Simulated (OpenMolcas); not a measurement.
**Pt3+ in a point-charge field**

Pt3+ among 4 point charges of -2.5 e arranged as a tetrahedron (Td), 1.76 Å from the ion.

| Quantity | Value |
| --- | --- |
| Program | OpenMolcas 26.06 |
| Method | SS-CASPT2, IPEA 0.25 Eh, imaginary shift 0.1 Eh (closed shells correlated: 4f 5s 5p) |
| Basis | ANO-RCC-VDZP [7s6p4d2f] |
| Scalar Hamiltonian | DKH2, point nucleus |
| Active space | 7 electrons in 5 orbitals (5d) |
| State averaging | 2S+1 = 4 even, 10 roots; 2S+1 = 2 even, 40 roots |
| Spin-orbit coupling | RASSI with atomic mean-field integrals over the reference wave functions |

The lowest spin-free states (labels of Td), above the lowest:

```json
{"State": "4A2", "Degeneracy": "1", "E (cm-1)": "0", "Free-ion L (%)": "F (100)"}
{"State": "4T2", "Degeneracy": "3", "E (cm-1)": "4980", "Free-ion L (%)": "F (100)"}
{"State": "4T1", "Degeneracy": "3", "E (cm-1)": "8600", "Free-ion L (%)": "F (95)"}
{"State": "2T1", "Degeneracy": "3", "E (cm-1)": "14110", "Free-ion L (%)": "G (59)"}
{"State": "2E", "Degeneracy": "2", "E (cm-1)": "14890", "Free-ion L (%)": "G (78)"}
{"State": "2A1", "Degeneracy": "1", "E (cm-1)": "16310", "Free-ion L (%)": "G (100)"}
{"State": "4T1", "Degeneracy": "3", "E (cm-1)": "16570", "Free-ion L (%)": "P (95)"}
{"State": "2T2", "Degeneracy": "3", "E (cm-1)": "17840", "Free-ion L (%)": "G (77)"}
{"State": "2T2", "Degeneracy": "3", "E (cm-1)": "20270", "Free-ion L (%)": "H (74)"}
{"State": "2T1", "Degeneracy": "3", "E (cm-1)": "20830", "Free-ion L (%)": "H (58)"}
{"State": "2E", "Degeneracy": "2", "E (cm-1)": "20940", "Free-ion L (%)": "D (53)"}
{"State": "2T1", "Degeneracy": "3", "E (cm-1)": "22910", "Free-ion L (%)": "P (55)"}
{"State": "2T1", "Degeneracy": "3", "E (cm-1)": "25660", "Free-ion L (%)": "H (83)"}
{"State": "2T2", "Degeneracy": "3", "E (cm-1)": "26440", "Free-ion L (%)": "D (66)"}
{"State": "2E", "Degeneracy": "2", "E (cm-1)": "29900", "Free-ion L (%)": "D (40)"}
{"State": "2A2", "Degeneracy": "1", "E (cm-1)": "30530", "Free-ion L (%)": "F (100)"}
{"State": "2T2", "Degeneracy": "3", "E (cm-1)": "32240", "Free-ion L (%)": "F (95)"}
{"State": "2T1", "Degeneracy": "3", "E (cm-1)": "33990", "Free-ion L (%)": "F (94)"}
{"State": "2E", "Degeneracy": "2", "E (cm-1)": "48240", "Free-ion L (%)": "D (99)"}
{"State": "2T2", "Degeneracy": "3", "E (cm-1)": "49940", "Free-ion L (%)": "D (95)"}
```

The lowest levels with spin-orbit coupling:

| E (cm-1) | Degeneracy | Label | 2S+1 | g |
| --- | --- | --- | --- | --- |
| 0 | 4 | Γ8 | 4 (89 %) |  |
| 2920 | 4 |  | 4 (80 %) |  |
| 3680 | 2 | Γ6 | 4 (74 %) | 4.04 4.04 4.04 |
| 10340 | 4 |  | 4 (72 %) |  |
| 11680 | 2 | Γ7 | 4 | 3.48 3.48 3.48 |
| 11820 | 2 | Γ6 | 4 | 2.32 2.32 2.32 |
| 13310 | 4 | Γ8 | 4 (64 %) |  |
| 13400 | 2 | Γ7 | 4 (69 %) | 1.63 1.63 1.63 |
| 13910 | 4 | Γ8 | 4 (66 %) |  |
| 18070 | 2 | Γ6 | 2 (75 %) | 3.51 3.51 3.51 |
| 18870 | 4 | Γ8 | 2 (55 %) |  |
| 18980 | 4 | Γ8 | 4 (87 %) |  |
| 19620 | 4 | Γ8 | 4 (59 %) |  |
| 21360 | 2 | Γ7 | 4 | 2.40 2.40 2.40 |
| 22000 | 4 | Γ8 | 2 (85 %) |  |
| 23070 | 2 | Γ6 | 4 (63 %) | 1.97 1.97 1.97 |
| 24750 | 4 |  | 2 (86 %) |  |
| 25880 | 2 | Γ7 | 2 | 3.57 3.57 3.57 |
| 26380 | 2 |  | 2 | 1.97 1.97 1.97 |
| 26960 | 4 |  | 2 (88 %) |  |

Powder χT (cm3 K/mol): 3.82 at 2 K, 3.82 at 10 K, 3.84 at 50 K, 3.87 at 100 K, 3.92 at 200 K, 3.98 at 300 K. The effective moment at 300 K is 2.828 √(χT) = 5.64 μB.

Roots that are degenerate in the reference are averaged as groups; the widest CASPT2 spread within a group is 350 cm-1 (the 3-fold group of multiplicity 4 near 8600 cm-1 above the lowest state of its run). Shifts and gaps below about the spread of the groups concerned are not significant. Spin-orbit coupling mixes the spin-free states strongly: the lowest level takes only 55 % from its leading state, 4A2. Free-ion shares, where given, are those of the reference states; single-state CASPT2 does not remix them. This is an electrostatic model: the charges have no orbitals. No measured value stands beside these numbers.
